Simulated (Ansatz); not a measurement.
Harmonic vibrations of C3H6InN, SMILES `C=C/C=[N]\[InH2]` by finite differences.

```yaml
crystal:
  periodic: [false, false, false]
  atoms:
    - {symbol: C, position_ang: [-0.262192, -0.992006, 2.114891]}
    - {symbol: C, position_ang: [0.053873, -0.359593, 0.989081]}
    - {symbol: C, position_ang: [-0.799597, -0.391539, -0.204141]}
    - {symbol: N, position_ang: [-0.587027, 0.169323, -1.305821]}
    - {symbol: In, position_ang: [0.777999, 1.345393, -2.238106]}
    - {symbol: H, position_ang: [0.375279, -0.961768, 2.990081]}
    - {symbol: H, position_ang: [-1.181014, -1.565260, 2.191334]}
    - {symbol: H, position_ang: [0.974272, 0.216365, 0.907992]}
    - {symbol: H, position_ang: [-1.719999, -0.988398, -0.068291]}
    - {symbol: H, position_ang: [0.438663, 3.023916, -2.190455]}
    - {symbol: H, position_ang: [1.929754, 0.503566, -3.186554]}
basis:
  gaussian: {orbitals: def2-TZVP}
hamiltonian: {xc: pbe0, dispersion: d4}
phonons: {temperatures: {t_min: 298.15, t_max: 900, t_step: 200}}
```

```sh
$ ansatz run in.yaml --threads 4 --pin off --events-out ev --progress --plain --max-ram 10444MiB
```

Shortened log:

```
Functional definition: PBE0
mean field -9866.80853158 eV, -362.5985255724 hartree, gradient 2.0e-5 eV, S^2 0.000000; 0 other end points of the search recorded, 0 dependent functions left out
mean field -9866.80837080 eV, -362.5985196638 hartree, gradient 2.4e-6 eV, S^2 0.000000; 0 other end points of the search recorded, 0 dependent functions left out
mean field -9866.80837093 eV, -362.5985196689 hartree, gradient 2.4e-6 eV, S^2 0.000000; 0 other end points of the search recorded, 0 dependent functions left out
mean field -9866.80841644 eV, -362.5985213413 hartree, gradient 2.4e-6 eV, S^2 0.000000; 0 other end points of the search recorded, 0 dependent functions left out
mean field -9866.80844323 eV, -362.5985223259 hartree, gradient 2.4e-6 eV, S^2 0.000000; 0 other end points of the search recorded, 0 dependent functions left out
mean field -9866.80833752 eV, -362.5985184408 hartree, gradient 2.4e-6 eV, S^2 0.000000; 0 other end points of the search recorded, 0 dependent functions left out
mean field -9866.80827113 eV, -362.5985160012 hartree, gradient 2.4e-6 eV, S^2 0.000000; 0 other end points of the search recorded, 0 dependent functions left out
mean field -9866.80837012 eV, -362.5985196390 hartree, gradient 2.4e-6 eV, S^2 0.000000; 0 other end points of the search recorded, 0 dependent functions left out
mean field -9866.80837222 eV, -362.5985197160 hartree, gradient 2.4e-6 eV, S^2 0.000000; 0 other end points of the search recorded, 0 dependent functions left out
mean field -9866.80841760 eV, -362.5985213838 hartree, gradient 2.4e-6 eV, S^2 0.000000; 0 other end points of the search recorded, 0 dependent functions left out
mean field -9866.80842897 eV, -362.5985218018 hartree, gradient 2.4e-6 eV, S^2 0.000000; 0 other end points of the search recorded, 0 dependent functions left out
mean field -9866.80834443 eV, -362.5985186950 hartree, gradient 2.4e-6 eV, S^2 0.000000; 0 other end points of the search recorded, 0 dependent functions left out
mean field -9866.80830237 eV, -362.5985171493 hartree, gradient 2.4e-6 eV, S^2 0.000000; 0 other end points of the search recorded, 0 dependent functions left out
mean field -9866.80837781 eV, -362.5985199217 hartree, gradient 2.4e-6 eV, S^2 0.000000; 0 other end points of the search recorded, 0 dependent functions left out
mean field -9866.80839409 eV, -362.5985205200 hartree, gradient 2.4e-6 eV, S^2 0.000000; 0 other end points of the search recorded, 0 dependent functions left out
mean field -9866.80841106 eV, -362.5985211437 hartree, gradient 2.4e-6 eV, S^2 0.000000; 0 other end points of the search recorded, 0 dependent functions left out
mean field -9866.80842638 eV, -362.5985217066 hartree, gradient 2.4e-6 eV, S^2 0.000000; 0 other end points of the search recorded, 0 dependent functions left out
mean field -9866.80830789 eV, -362.5985173521 hartree, gradient 2.4e-6 eV, S^2 0.000000; 0 other end points of the search recorded, 0 dependent functions left out
mean field -9866.80830299 eV, -362.5985171721 hartree, gradient 2.4e-6 eV, S^2 0.000000; 0 other end points of the search recorded, 0 dependent functions left out
mean field -9866.80846783 eV, -362.5985232299 hartree, gradient 2.4e-6 eV, S^2 0.000000; 0 other end points of the search recorded, 0 dependent functions left out
mean field -9866.80851150 eV, -362.5985248347 hartree, gradient 2.4e-6 eV, S^2 0.000000; 0 other end points of the search recorded, 0 dependent functions left out
mean field -9866.80845751 eV, -362.5985228506 hartree, gradient 2.4e-6 eV, S^2 0.000000; 0 other end points of the search recorded, 0 dependent functions left out
mean field -9866.80846059 eV, -362.5985229636 hartree, gradient 2.4e-6 eV, S^2 0.000000; 0 other end points of the search recorded, 0 dependent functions left out
mean field -9866.80832347 eV, -362.5985179248 hartree, gradient 2.4e-6 eV, S^2 0.000000; 0 other end points of the search recorded, 0 dependent functions left out
mean field -9866.80835604 eV, -362.5985191217 hartree, gradient 2.4e-6 eV, S^2 0.000000; 0 other end points of the search recorded, 0 dependent functions left out
mean field -9866.80850926 eV, -362.5985247522 hartree, gradient 2.4e-6 eV, S^2 0.000000; 0 other end points of the search recorded, 0 dependent functions left out
mean field -9866.80846593 eV, -362.5985231600 hartree, gradient 2.4e-6 eV, S^2 0.000000; 0 other end points of the search recorded, 0 dependent functions left out
mean field -9866.80849515 eV, -362.5985242336 hartree, gradient 2.4e-6 eV, S^2 0.000000; 0 other end points of the search recorded, 0 dependent functions left out
mean field -9866.80843979 eV, -362.5985221992 hartree, gradient 2.4e-6 eV, S^2 0.000000; 0 other end points of the search recorded, 0 dependent functions left out
mean field -9866.80845792 eV, -362.5985228655 hartree, gradient 2.4e-6 eV, S^2 0.000000; 0 other end points of the search recorded, 0 dependent functions left out
mean field -9866.80854198 eV, -362.5985259548 hartree, gradient 2.4e-6 eV, S^2 0.000000; 0 other end points of the search recorded, 0 dependent functions left out
mean field -9866.80848637 eV, -362.5985239110 hartree, gradient 2.4e-6 eV, S^2 0.000000; 0 other end points of the search recorded, 0 dependent functions left out
mean field -9866.80848328 eV, -362.5985237975 hartree, gradient 2.4e-6 eV, S^2 0.000000; 0 other end points of the search recorded, 0 dependent functions left out
mean field -9866.80851923 eV, -362.5985251187 hartree, gradient 2.4e-6 eV, S^2 0.000000; 0 other end points of the search recorded, 0 dependent functions left out
mean field -9866.80852382 eV, -362.5985252874 hartree, gradient 2.4e-6 eV, S^2 0.000000; 0 other end points of the search recorded, 0 dependent functions left out
mean field -9866.80846181 eV, -362.5985230085 hartree, gradient 2.4e-6 eV, S^2 0.000000; 0 other end points of the search recorded, 0 dependent functions left out
mean field -9866.80844801 eV, -362.5985225014 hartree, gradient 2.4e-6 eV, S^2 0.000000; 0 other end points of the search recorded, 0 dependent functions left out
mean field -9866.80845035 eV, -362.5985225874 hartree, gradient 2.4e-6 eV, S^2 0.000000; 0 other end points of the search recorded, 0 dependent functions left out
mean field -9866.80845182 eV, -362.5985226414 hartree, gradient 2.4e-6 eV, S^2 0.000000; 0 other end points of the search recorded, 0 dependent functions left out
mean field -9866.80849317 eV, -362.5985241611 hartree, gradient 2.4e-6 eV, S^2 0.000000; 0 other end points of the search recorded, 0 dependent functions left out
mean field -9866.80849762 eV, -362.5985243246 hartree, gradient 2.4e-6 eV, S^2 0.000000; 0 other end points of the search recorded, 0 dependent functions left out
mean field -9866.80852261 eV, -362.5985252428 hartree, gradient 2.4e-6 eV, S^2 0.000000; 0 other end points of the search recorded, 0 dependent functions left out
mean field -9866.80850961 eV, -362.5985247653 hartree, gradient 2.4e-6 eV, S^2 0.000000; 0 other end points of the search recorded, 0 dependent functions left out
mean field -9866.80845325 eV, -362.5985226938 hartree, gradient 2.4e-6 eV, S^2 0.000000; 0 other end points of the search recorded, 0 dependent functions left out
mean field -9866.80845260 eV, -362.5985226699 hartree, gradient 2.4e-6 eV, S^2 0.000000; 0 other end points of the search recorded, 0 dependent functions left out
mean field -9866.80849264 eV, -362.5985241416 hartree, gradient 2.4e-6 eV, S^2 0.000000; 0 other end points of the search recorded, 0 dependent functions left out
mean field -9866.80849891 eV, -362.5985243719 hartree, gradient 2.4e-6 eV, S^2 0.000000; 0 other end points of the search recorded, 0 dependent functions left out
mean field -9866.80852191 eV, -362.5985252174 hartree, gradient 2.4e-6 eV, S^2 0.000000; 0 other end points of the search recorded, 0 dependent functions left out
mean field -9866.80850901 eV, -362.5985247430 hartree, gradient 2.4e-6 eV, S^2 0.000000; 0 other end points of the search recorded, 0 dependent functions left out
mean field -9866.80845928 eV, -362.5985229154 hartree, gradient 2.4e-6 eV, S^2 0.000000; 0 other end points of the search recorded, 0 dependent functions left out
mean field -9866.80846600 eV, -362.5985231625 hartree, gradient 2.4e-6 eV, S^2 0.000000; 0 other end points of the search recorded, 0 dependent functions left out
mean field -9866.80849510 eV, -362.5985242321 hartree, gradient 2.4e-6 eV, S^2 0.000000; 0 other end points of the search recorded, 0 dependent functions left out
mean field -9866.80850270 eV, -362.5985245111 hartree, gradient 2.4e-6 eV, S^2 0.000000; 0 other end points of the search recorded, 0 dependent functions left out
mean field -9866.80851018 eV, -362.5985247860 hartree, gradient 2.4e-6 eV, S^2 0.000000; 0 other end points of the search recorded, 0 dependent functions left out
mean field -9866.80851483 eV, -362.5985249569 hartree, gradient 2.4e-6 eV, S^2 0.000000; 0 other end points of the search recorded, 0 dependent functions left out
mean field -9866.80852826 eV, -362.5985254507 hartree, gradient 2.4e-6 eV, S^2 0.000000; 0 other end points of the search recorded, 0 dependent functions left out
mean field -9866.80852734 eV, -362.5985254167 hartree, gradient 2.4e-6 eV, S^2 0.000000; 0 other end points of the search recorded, 0 dependent functions left out
mean field -9866.80850834 eV, -362.5985247185 hartree, gradient 2.4e-6 eV, S^2 0.000000; 0 other end points of the search recorded, 0 dependent functions left out
mean field -9866.80847957 eV, -362.5985236612 hartree, gradient 2.4e-6 eV, S^2 0.000000; 0 other end points of the search recorded, 0 dependent functions left out
mean field -9866.80852577 eV, -362.5985253588 hartree, gradient 2.4e-6 eV, S^2 0.000000; 0 other end points of the search recorded, 0 dependent functions left out
mean field -9866.80853322 eV, -362.5985256330 hartree, gradient 2.4e-6 eV, S^2 0.000000; 0 other end points of the search recorded, 0 dependent functions left out
mean field -9866.80852402 eV, -362.5985252949 hartree, gradient 2.4e-6 eV, S^2 0.000000; 0 other end points of the search recorded, 0 dependent functions left out
mean field -9866.80850161 eV, -362.5985244710 hartree, gradient 2.4e-6 eV, S^2 0.000000; 0 other end points of the search recorded, 0 dependent functions left out
mean field -9866.80851756 eV, -362.5985250572 hartree, gradient 2.4e-6 eV, S^2 0.000000; 0 other end points of the search recorded, 0 dependent functions left out
mean field -9866.80852228 eV, -362.5985252307 hartree, gradient 2.4e-6 eV, S^2 0.000000; 0 other end points of the search recorded, 0 dependent functions left out
mean field -9866.80850629 eV, -362.5985246433 hartree, gradient 2.4e-6 eV, S^2 0.000000; 0 other end points of the search recorded, 0 dependent functions left out
mean field -9866.80853074 eV, -362.5985255416 hartree, gradient 2.4e-6 eV, S^2 0.000000; 0 other end points of the search recorded, 0 dependent functions left out
Total energy: -9867.00463940 eV, -362.6057324020 hartree
Atom 0 at    -0.262192    -0.992006     2.114891 Å, force     0.000048    -0.000040     0.000033 eV/Å
Atom 1 at     0.053873    -0.359593     0.989081 Å, force    -0.000632     0.000628     0.000700 eV/Å
Atom 2 at    -0.799597    -0.391539    -0.204141 Å, force     0.000543    -0.000608     0.000374 eV/Å
Atom 3 at    -0.587027     0.169323    -1.305821 Å, force    -0.000684     0.001758    -0.000195 eV/Å
Atom 4 at     0.777999     1.345393    -2.238106 Å, force     0.000013    -0.000688     0.000097 eV/Å
Atom 5 at     0.375279    -0.961768     2.990081 Å, force     0.000132    -0.000166     0.000073 eV/Å
Atom 6 at    -1.181014    -1.565260     2.191334 Å, force    -0.000127     0.000161     0.000036 eV/Å
Atom 7 at     0.974272     0.216365     0.907992 Å, force    -0.000048    -0.000160    -0.000296 eV/Å
Atom 8 at    -1.719999    -0.988398    -0.068291 Å, force     0.000617    -0.000553    -0.000565 eV/Å
Atom 9 at     0.438663     3.023916    -2.190455 Å, force     0.000008    -0.000365     0.000176 eV/Å
Atom 10 at     1.929754     0.503566    -3.186554 Å, force     0.000131     0.000033    -0.000434 eV/Å
Dipole moment:     0.169130    -0.020835     0.305975 e Å
Vibrations: 63.06 95.80 161.43 255.02 298.32 424.52 453.62 518.72 550.11 625.62 646.17 919.78 966.68 985.21 1022.93 1166.72 1299.22 1360.21 1441.64 1693.76 1763.16 1846.21 1846.50 2950.41 3144.71 3158.65 3248.27 cm⁻¹, zero-point energy 2.039939 eV
```

It took 3.1 min on 4 threads of an Arm Neoverse V1 on a shared host, with 0.59 GiB of host memory at the peak.
